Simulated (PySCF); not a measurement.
Species: C₃H₇NSSi.
SMILES with atom numbers: `[CH2:1]=[CH:2]/[CH:3]=[N:4]\[SiH2:5][SH:6]` (hydrogens: H7, H8 on C1; H9 on C2; H10 on C3; H11, H12 on Si5; H13 on S6)

The calculation used PBE0-D3(BJ)/def2-SVP geometry optimisation, gas phase in PySCF 2.14.0.

(1) What internal coordinates does the optimisation give?

Answers

(1) 
```
            bond  length (pm)   order
           C1=C2        133.9  double
           C2–C3        146.6  single
           C3=N4        126.9  double
          N4–Si5        173.5  single
          Si5–S6        214.2  single
           C1–H7        109.5  single
           C1–H8        109.2  single
           C2–H9        109.5  single
          C3–H10        111.0  single
Si5–H11, Si5–H12        149.4  single
          S6–H13        135.2  single
```

Bonds in one row agree within 1 pm and their mean is given. Orders are formal, as drawn. A selection of angles:
```
      angle  degrees
   C2–C1–H7    120.8
   C2–C1–H8    122.0
   H7–C1–H8    117.2
   C1–C2–C3    121.7
   C1–C2–H9    120.7
   C3–C2–H9    117.5
   C2–C3–N4    127.6
  C2–C3–H10    114.0
  N4–C3–H10    118.4
  C3–N4–Si5    134.2
  N4–Si5–S6    107.8
 N4–Si5–H11    105.9
 N4–Si5–H12    118.4
 S6–Si5–H11    112.3
 S6–Si5–H12    103.4
H11–Si5–H12    109.2
 Si5–S6–H13     93.8
```

Dihedral angles: C1–C2–C3–N4 179° (antiperiplanar); C2–C3–N4–Si5 2° (synperiplanar); C3–N4–Si5–S6 119° (anticlinal); H13–S6–Si5–N4 50° (synclinal). The mirror-image conformer, all signs reversed, is as good.

Si5 (SiH2 silicon) is distorted tetrahedral (angles from 103.4° to 118.4°). The C–C distances run from 1.339 Å (C1=C2, drawn double) to 1.466 Å (C2–C3, drawn single), a spread of 0.127 Å. Of the pairs four or more bonds apart, Si5···H9 is among the closest relative to their van der Waals radii: 3.05 Å, 92 % of the sum of Bondi's values.

Point group: C1 (no symmetry element, even within 0.4 Å). Not checked by PBE0-D3(BJ)/def2-SVP frequencies. One conformer, not necessarily the lowest (C1–C2–C3–N4 179°, C3–N4–Si5–S6 119°, N4–Si5–S6–H 50°).
